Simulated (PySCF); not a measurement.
## Broadened absorption spectrum of C7H15B

C₇H₁₅B.
Structure used (PBE0-D3(BJ)/def2-SVP), in Å, numbered top down from 1:
```xyz
23
C7H15B angstrom
C     -2.6726    1.7517   -0.0981
C     -2.1314    0.7509   -0.7969
C     -1.8049   -0.6075   -0.2765
B     -0.2761   -0.9649   -0.0455
C      0.1001   -2.4374    0.3571
C      0.8224    0.1456   -0.2230
C      2.2794   -0.1932    0.0650
C      3.2359    0.9651   -0.1738
H     -2.8528    2.7319   -0.5469
H     -2.9576    1.6264    0.9522
H     -1.8689    0.9389   -1.8469
H     -2.2268   -1.3954   -0.9308
H     -2.2914   -0.7783    0.7047
H     -0.7544   -3.0964    0.5705
H      0.7966   -2.4611    1.2117
H      0.6671   -2.8823   -0.4829
H      0.4930    1.0165    0.3798
H      0.7135    0.5290   -1.2593
H      2.3763   -0.5364    1.1102
H      2.5874   -1.0554   -0.5525
H      2.9756    1.8319    0.4554
H      3.1990    1.3021   -1.2228
H      4.2784    0.6910    0.0513
```

Method used: TDDFT wB97X-D/def2-SVPD, vertical, gas phase, core orbitals frozen in the response in PySCF.

Computed states:

```
state  E (eV)       f
   S1    5.93  0.0048
   S2    6.51  0.0025
   S3    6.95   0.013
   S4    7.12   0.374
   S5    7.54  0.0062
   S6    7.71   0.060
   S7    7.83  0.0080
   S8    8.03   0.023
   S9    8.08  0.0062
  S10    8.38   0.050
```

Each state is given a Gaussian of 0.4 eV full width at half maximum, with ε(max) = 2.175×10⁸ f / Δν̃ (Δν̃ the width in cm⁻¹). The width is an assumption, not a result. The curve ends short of the highest state used, and states not computed would add to its high-energy end.

(1) What does the envelope look like, and where are its maxima?

(2) Coming from long wavelengths, where does ε first pass 100 L mol⁻¹ cm⁻¹?

(3) On this curve, what absorbance would a 10⁻³ mol/L sample give at 193 nm over a 1 cm path?

## Answers

(1) 
```json
{"λ (nm)": "159.3", "ε (L mol⁻¹ cm⁻¹)": "5042"}
{"λ (nm)": "160.7", "ε (L mol⁻¹ cm⁻¹)": "5091"}
{"λ (nm)": "162.0", "ε (L mol⁻¹ cm⁻¹)": "4776"}
{"λ (nm)": "163.3", "ε (L mol⁻¹ cm⁻¹)": "4336"}
{"λ (nm)": "164.7", "ε (L mol⁻¹ cm⁻¹)": "4226"}
{"λ (nm)": "166.0", "ε (L mol⁻¹ cm⁻¹)": "5029"}
{"λ (nm)": "167.3", "ε (L mol⁻¹ cm⁻¹)": "7150"}
{"λ (nm)": "168.7", "ε (L mol⁻¹ cm⁻¹)": "11025"}
{"λ (nm)": "170.0", "ε (L mol⁻¹ cm⁻¹)": "15675"}
{"λ (nm)": "171.3", "ε (L mol⁻¹ cm⁻¹)": "20409"}
{"λ (nm)": "172.7", "ε (L mol⁻¹ cm⁻¹)": "24295"}
{"λ (nm)": "174.0", "ε (L mol⁻¹ cm⁻¹)": "25783"}
{"λ (nm)": "175.4", "ε (L mol⁻¹ cm⁻¹)": "24710"}
{"λ (nm)": "176.7", "ε (L mol⁻¹ cm⁻¹)": "21614"}
{"λ (nm)": "178.0", "ε (L mol⁻¹ cm⁻¹)": "17346"}
{"λ (nm)": "179.4", "ε (L mol⁻¹ cm⁻¹)": "12502"}
{"λ (nm)": "180.7", "ε (L mol⁻¹ cm⁻¹)": "8528"}
{"λ (nm)": "182.0", "ε (L mol⁻¹ cm⁻¹)": "5430"}
{"λ (nm)": "183.4", "ε (L mol⁻¹ cm⁻¹)": "3124"}
{"λ (nm)": "184.7", "ε (L mol⁻¹ cm⁻¹)": "1786"}
{"λ (nm)": "186.0", "ε (L mol⁻¹ cm⁻¹)": "1006"}
{"λ (nm)": "187.4", "ε (L mol⁻¹ cm⁻¹)": "562"}
{"λ (nm)": "188.7", "ε (L mol⁻¹ cm⁻¹)": "360"}
{"λ (nm)": "190.0", "ε (L mol⁻¹ cm⁻¹)": "261"}
{"λ (nm)": "191.4", "ε (L mol⁻¹ cm⁻¹)": "206"}
{"λ (nm)": "192.7", "ε (L mol⁻¹ cm⁻¹)": "173"}
{"λ (nm)": "194.0", "ε (L mol⁻¹ cm⁻¹)": "147"}
{"λ (nm)": "195.4", "ε (L mol⁻¹ cm⁻¹)": "124"}
{"λ (nm)": "196.7", "ε (L mol⁻¹ cm⁻¹)": "110"}
{"λ (nm)": "198.0", "ε (L mol⁻¹ cm⁻¹)": "105"}
{"λ (nm)": "199.4", "ε (L mol⁻¹ cm⁻¹)": "114"}
{"λ (nm)": "200.7", "ε (L mol⁻¹ cm⁻¹)": "135"}
{"λ (nm)": "202.0", "ε (L mol⁻¹ cm⁻¹)": "166"}
{"λ (nm)": "203.4", "ε (L mol⁻¹ cm⁻¹)": "208"}
{"λ (nm)": "204.7", "ε (L mol⁻¹ cm⁻¹)": "248"}
{"λ (nm)": "206.0", "ε (L mol⁻¹ cm⁻¹)": "284"}
{"λ (nm)": "207.4", "ε (L mol⁻¹ cm⁻¹)": "313"}
{"λ (nm)": "208.7", "ε (L mol⁻¹ cm⁻¹)": "325"}
{"λ (nm)": "210.1", "ε (L mol⁻¹ cm⁻¹)": "322"}
{"λ (nm)": "211.4", "ε (L mol⁻¹ cm⁻¹)": "305"}
{"λ (nm)": "212.7", "ε (L mol⁻¹ cm⁻¹)": "276"}
{"λ (nm)": "214.1", "ε (L mol⁻¹ cm⁻¹)": "236"}
{"λ (nm)": "215.4", "ε (L mol⁻¹ cm⁻¹)": "196"}
{"λ (nm)": "216.7", "ε (L mol⁻¹ cm⁻¹)": "156"}
{"λ (nm)": "218.1", "ε (L mol⁻¹ cm⁻¹)": "118"}
{"λ (nm)": "219.4", "ε (L mol⁻¹ cm⁻¹)": "87"}
{"λ (nm)": "220.7", "ε (L mol⁻¹ cm⁻¹)": "62"}
{"λ (nm)": "222.1", "ε (L mol⁻¹ cm⁻¹)": "41"}
{"λ (nm)": "223.4", "ε (L mol⁻¹ cm⁻¹)": "28"}
{"λ (nm)": "224.7", "ε (L mol⁻¹ cm⁻¹)": "18"}
{"λ (nm)": "226.1", "ε (L mol⁻¹ cm⁻¹)": "11"}
{"λ (nm)": "227.4", "ε (L mol⁻¹ cm⁻¹)": "7"}
{"λ (nm)": "228.7", "ε (L mol⁻¹ cm⁻¹)": "4"}
{"λ (nm)": "230.1", "ε (L mol⁻¹ cm⁻¹)": "2"}
{"λ (nm)": "231.4", "ε (L mol⁻¹ cm⁻¹)": "1"}
{"λ (nm)": "232.7", "ε (L mol⁻¹ cm⁻¹)": "1"}
```

Maxima: 209 nm (5.93 eV), ε about 330, made up of S1 (100%); 174 nm (7.12 eV), ε about 26000, made up of S4 (98%); 160 nm (7.74 eV), ε about 5100, made up of S6 (78%) (ε in L mol⁻¹ cm⁻¹; maxima over ε = 5, shares over 10%).

(2) At about 219 nm (5.67 eV), 0.26 eV below S1.

(3) 193 nm is 6.424 eV, where ε is about 170 L mol⁻¹ cm⁻¹, so A = ε c l ≈ 0.17 (Beer–Lambert, with the gas-phase spectrum and the assumed width).

The vertical ionisation energy (ΔSCF) is 9.06 eV, 0.68 eV above S10.

One conformer stands for the species.
